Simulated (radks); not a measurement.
Question: The mean radii <r> (bohr) of the occupied orbitals of an atom or ion are listed with their occupations. Calculated with a radial shooting solver on a logarithmic mesh with Libxc functionals: scalar-relativistic Kohn-Sham, PBE, spin-unpolarised, spherical densities, point nucleus.

| orbital | occ. | <r> |
|---|---|---|
| 1s | 2 | 0.03428 |
| 2s | 2 | 0.1494 |
| 2p | 6 | 0.1302 |
| 3s | 2 | 0.4108 |
| 3p | 6 | 0.4101 |
| 3d | 10 | 0.3881 |

Name the element and its charge.

Answer: Z = 43, technetium, charge +15: Tc15+ in [Ar] 3d10. The 1s radius gives Z: for a bare nucleus <r> = (2 gamma + 1)/(2Z) with gamma = sqrt(1 - (Z/c)^2), 0.03371 bohr for Z = 43, and screening makes it slightly larger (0.03428 here). The occupations add up to 28, and the charge is Z minus that.
